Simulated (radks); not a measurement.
Values are calculated unless marked as measured or tabulated.
How relativity changes the ionisation of neutral fluorine ([He] 2s2 2p5) to F+ ([He] 2s2 2p4). Spin-unpolarised spherical Kohn-Sham, PBE, point nucleus unless stated (finite: rms radius 2.8976 fm), a radial shooting solver on a logarithmic mesh with Libxc functionals. A level marked "c x" has the speed of light scaled by that factor and shares open shells by 2j + 1; other Dirac levels either fill j = l - 1/2 first or share by 2j + 1.

| level | E(F) (hartree) | E(F+) (hartree) | IE (eV) | HOMO | <r> HOMO (bohr) |
|---|---|---|---|---|---|
| non-rel. | -99.65070 | -98.93771 | 19.401 | 2p | 1.105 |
| scalar-rel. | -99.74438 | -99.03181 | 19.390 | 2p | 1.105 |
| scalar-rel., finite nucleus | -99.74435 | -99.03178 | 19.390 | 2p | 1.105 |
| Dirac, 2j+1 shares | -99.74439 | -99.03182 | 19.390 | 2p3/2 | 1.106 |
| Dirac, low j first | -99.74517 | -99.03364 | 19.362 | 2p3/2 | 1.106 |
| Dirac, 2j+1 shares, finite nucleus | -99.74436 | -99.03179 | 19.390 | 2p3/2 | 1.106 |
| Dirac, c x 1.25 | -99.71061 | -98.99789 | 19.394 | 2p3/2 | 1.106 |
| Dirac, c x 1.5 | -99.69229 | -98.97949 | 19.396 | 2p3/2 | 1.105 |
| Dirac, c x 3 | -99.66109 | -98.94815 | 19.400 | 2p3/2 | 1.105 |

NIST Atomic Spectra Database: 17.423 eV (measured). The relativistic part of the total energy of F is -0.09366 hartree (Dirac, 2j+1 shares, finite nucleus), 0.094 % of the non-relativistic value. Spin polarisation and multiplet splitting of open shells are left out at every level.

Beside tabulated values, note that spin-unpolarised runs miss the spin-polarisation part of the exchange energy of open shells.
